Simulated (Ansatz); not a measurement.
A relaxation, step by step

SiH$_{2}$ClF$_{3}$, closed shell, PBE0-D4/def2-TZVP (Ansatz 0.2.0). Settings:

```yaml
hamiltonian: {xc: pbe0, dispersion: d4}
relax: {f_tol: 0.005, max_steps: 200}
```

Start, a step off a saddle point along its unstable mode:

| atom | x (Å) | y (Å) | z (Å) |
| --- | --- | --- | --- |
| Si1 | -0.4074 | -0.2479 | -0.2396 |
| Cl2 | 1.7803 | -0.1180 | -0.4823 |
| F3 | -0.5142 | -1.2441 | -1.4595 |
| F4 | -1.1075 | 1.0729 | -0.7600 |
| H5 | -1.1893 | -0.9746 | 0.7934 |
| H6 | 1.0721 | 0.7036 | 0.8896 |
| F7 | 0.3660 | 0.8081 | 1.2585 |

```json
{"step": "1", "energy less the last (meV)": "1856.9", "largest force component (eV/Å)": "12.119"}
{"step": "2", "energy less the last (meV)": "647.7", "largest force component (eV/Å)": "1.228"}
{"step": "3", "energy less the last (meV)": "449.0", "largest force component (eV/Å)": "1.077"}
{"step": "4", "energy less the last (meV)": "247.1", "largest force component (eV/Å)": "1.551"}
{"step": "5", "energy less the last (meV)": "92.9", "largest force component (eV/Å)": "0.717"}
{"step": "6", "energy less the last (meV)": "38.2", "largest force component (eV/Å)": "0.377"}
{"step": "7", "energy less the last (meV)": "12.5", "largest force component (eV/Å)": "0.202"}
{"step": "8", "energy less the last (meV)": "6.5", "largest force component (eV/Å)": "0.175"}
{"step": "9", "energy less the last (meV)": "2.8", "largest force component (eV/Å)": "0.135"}
{"step": "10 (rejected trial)", "energy less the last (meV)": "7.7", "largest force component (eV/Å)": "0.696"}
{"step": "11", "energy less the last (meV)": "0.6", "largest force component (eV/Å)": "0.015"}
{"step": "12", "energy less the last (meV)": "0.3", "largest force component (eV/Å)": "0.005"}
{"step": "13", "energy less the last (meV)": "0.1", "largest force component (eV/Å)": "0.021"}
{"step": "14", "energy less the last (meV)": "0.0", "largest force component (eV/Å)": "0.012"}
{"step": "15", "energy less the last (meV)": "0.0", "largest force component (eV/Å)": "0.013"}
{"step": "16", "energy less the last (meV)": "0.0", "largest force component (eV/Å)": "0.005"}
```

Step 4, positions (Å) and forces (eV/Å):

```json
{"atom": "Si1", "x": "-0.388", "y": "-0.337", "z": "-0.426", "Fx": "0.043", "Fy": "-0.185", "Fz": "0.269"}
{"atom": "Cl2", "x": "1.672", "y": "-0.332", "z": "-0.540", "Fx": "0.129", "Fy": "0.142", "Fz": "-0.028"}
{"atom": "F3", "x": "-0.758", "y": "-1.268", "z": "-1.629", "Fx": "-0.309", "Fy": "-0.426", "Fz": "-0.619"}
{"atom": "F4", "x": "-1.020", "y": "1.057", "z": "-0.791", "Fx": "0.017", "Fy": "-0.036", "Fz": "-0.004"}
{"atom": "H5", "x": "-0.849", "y": "-1.022", "z": "0.784", "Fx": "-0.117", "Fy": "0.139", "Fz": "-0.130"}
{"atom": "H6", "x": "1.127", "y": "0.879", "z": "1.158", "Fx": "-1.313", "Fy": "0.302", "Fz": "0.535"}
{"atom": "F7", "x": "0.217", "y": "1.023", "z": "1.445", "Fx": "1.551", "Fy": "0.065", "Fz": "-0.024"}
```

Step 7, positions (Å) and forces (eV/Å):

| atom | x | y | z | Fx | Fy | Fz |
| --- | --- | --- | --- | --- | --- | --- |
| Si1 | -0.430 | -0.491 | -0.592 | -0.185 | 0.202 | -0.030 |
| Cl2 | 1.602 | -0.308 | -0.611 | -0.055 | -0.143 | -0.011 |
| F3 | -0.852 | -1.435 | -1.784 | 0.108 | -0.046 | 0.053 |
| F4 | -1.023 | 0.934 | -0.903 | -0.013 | 0.044 | -0.032 |
| H5 | -0.984 | -0.992 | 0.667 | 0.157 | -0.085 | -0.035 |
| H6 | 1.230 | 1.130 | 1.361 | 0.098 | -0.010 | -0.060 |
| F7 | 0.456 | 1.162 | 1.862 | -0.110 | 0.038 | 0.114 |

Step 11, positions (Å) and forces (eV/Å):

| atom | x | y | z | Fx | Fy | Fz |
| --- | --- | --- | --- | --- | --- | --- |
| Si1 | -0.448 | -0.491 | -0.614 | -0.006 | -0.007 | 0.006 |
| Cl2 | 1.584 | -0.347 | -0.612 | 0.014 | -0.002 | -0.001 |
| F3 | -0.851 | -1.439 | -1.808 | 0.002 | -0.002 | 0.007 |
| F4 | -1.040 | 0.935 | -0.916 | -0.015 | 0.012 | -0.006 |
| H5 | -0.955 | -1.027 | 0.647 | 0.004 | 0.004 | -0.009 |
| H6 | 1.231 | 1.137 | 1.387 | 0.006 | -0.007 | 0.001 |
| F7 | 0.479 | 1.232 | 1.916 | -0.005 | 0.002 | 0.002 |

Last step (16):

Si1  (-0.455, -0.478, -0.624)
Cl2  (1.576, -0.300, -0.619)
F3  (-0.836, -1.472, -1.787)
F4  (-1.072, 0.927, -0.971)
H5  (-0.955, -0.982, 0.653)
H6  (1.240, 1.075, 1.407)
F7  (0.501, 1.230, 1.941)
(Å)

The run took about 38 s on 4 CPU threads of an Arm Neoverse V1 (shared host).
